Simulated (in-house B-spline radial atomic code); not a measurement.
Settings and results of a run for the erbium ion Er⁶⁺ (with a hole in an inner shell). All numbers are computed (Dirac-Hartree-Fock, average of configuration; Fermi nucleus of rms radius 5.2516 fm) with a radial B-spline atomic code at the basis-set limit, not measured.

Command:
```bash
python run_scf.py task.json out
```
Settings (nuclear radius in fm, mass in u):
```
Z                68
configuration    1s2 2s2 2p6 3s2 3p6 3d10 4s1 4p6 4d10 4f10 5s2 5p5
hamiltonian      dirac
method           hf
spin_polarised   False
nucleus          fermi
rms_radius       5.2516
atomic_mass      165.9303
speed_of_light   137.035999084
```

Output (hartree, bohr):
```
 radial grid: 67 intervals, B-splines of order 8, outer radius 21.6418 bohr

 iter        energy (Eh)    residual
    1      -13003.783034    1.20e+00
    2      -13036.195713    1.84e+00
    3      -13064.798244    4.15e-01
    4      -13066.568022    1.11e-01
    5      -13066.698207    2.66e-02
    6      -13066.708117    2.07e-02
    7      -13066.713527    1.28e-03
    8      -13066.713542    4.53e-04
    9      -13066.713545    2.31e-05
   10      -13066.713545    6.67e-07

 total energy                    -13066.71354
 kinetic                           14415.0821
 electron-nucleus                 -32108.9096
 electron-electron                  4627.1140

 first-order corrections (not in the total)
   Gaunt                            14.2831
   retardation                      -1.5082
   frequency dependence             -0.2165
   self-energy                      10.1390
   Uehling                          -1.7380
   Wichmann-Kroll                    0.0605
   recoil                            0.0273

 orbital      occ     eigenvalue          <r>       <r^2>       <1/r>     <1/r^3>       r_max    small
 1s1/2      2.000     -2129.3872    0.0203677 0.000567811     77.5402           -     0.01286  6.48e-02
 2s1/2      2.000      -365.6461    0.0858288  0.00876479     18.6649           -     0.07335  1.45e-02
 2p1/2      2.000      -347.6736    0.0715481  0.00634383     18.5979           -     0.05519  1.45e-02
 2p3/2      4.000      -313.8896    0.0787821  0.00755715     16.1447     12164.3     0.06137  1.33e-02
 3s1/2      2.000       -86.9618     0.224403   0.0577052     6.84104           -      0.2071  4.68e-03
 3p1/2      2.000       -79.1192     0.214267   0.0534423     6.75201           -      0.1949  4.62e-03
 3p3/2      4.000       -71.8926       0.2277   0.0601549     6.12983     2671.72      0.2076  4.29e-03
 3d3/2      4.000       -58.6054     0.201054    0.047525     5.99739     452.016      0.1642  4.15e-03
 3d5/2      6.000       -57.0440     0.205241   0.0493927     5.84498     395.744      0.1678  4.06e-03
 4s1/2      1.000       -21.2392     0.507974    0.291709     2.84762           -      0.4738  1.49e-03
 4p1/2      2.000       -17.8179     0.515466    0.302229     2.74327           -       0.476  1.41e-03
 4p3/2      4.000       -16.1552      0.54454    0.337059     2.53941     598.083      0.5023  1.30e-03
 4d3/2      4.000       -10.9148     0.569246       0.375     2.32867     88.1951      0.5048  1.13e-03
 4d5/2      6.000       -10.6030     0.579588    0.388531     2.27676     76.0095      0.5135  1.09e-03
 4f5/2      4.286        -4.2177     0.667614    0.545076     1.86161     13.3072      0.4927  7.66e-04
 4f7/2      5.714        -4.1676     0.674583    0.556535     1.84203     12.8311      0.4974  7.54e-04
 5s1/2      2.000        -5.3814       1.1743     1.54215     1.14396           -       1.081  3.56e-04
 5p1/2      1.667        -4.3444      1.26662     1.79812     1.04325           -        1.15  3.01e-04
 5p3/2      3.333        -4.0625      1.33509     1.99551     0.97793     97.6635       1.214  2.75e-04
```

Run time, properties included: 1.3 s on 1 thread of Arm Neoverse V2 (shared host).

For the Dirac Hamiltonian the kinetic term is c α·p + (β - 1)c².
